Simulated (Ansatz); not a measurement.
Z-matrix (Å, degrees):
```
C
S 1 1.819
C 1 1.483 2 110.5
H 1 1.093 2 105.2 3 118.5
H 1 1.086 2 110.6 3 -123.0
H 2 1.343 1 95.4 3 66.6
Se 3 1.752 1 126.8 2 -105.6
F 3 1.324 1 111.7 2 73.7
```

Charge 0, multiplicity 1.

List the PBE0/def2-TZVPP orbital energies in eV (the Gaussian-basis code of Ansatz). (An estimate is asked.)

The calculation gave: Occupied: -12361.47, -2423.04, -1584.28, -1421.30, -1421.30, -1421.22, -675.44, -282.71, -280.07, -218.36, -214.71, -162.22, -162.12, -161.96, -158.27, -158.24, -158.00, -58.33, -58.30, -58.10, -58.07, -58.02, -35.53, -23.65, -21.26, -19.20, -17.40, -14.88, -14.33, -14.15, -12.67, -11.83, -10.89, -10.09, -8.10, -7.54, -6.86. Lowest empty: -2.57, 0.12, 1.04, 1.54, 1.96, 2.21, 3.33, 3.57.
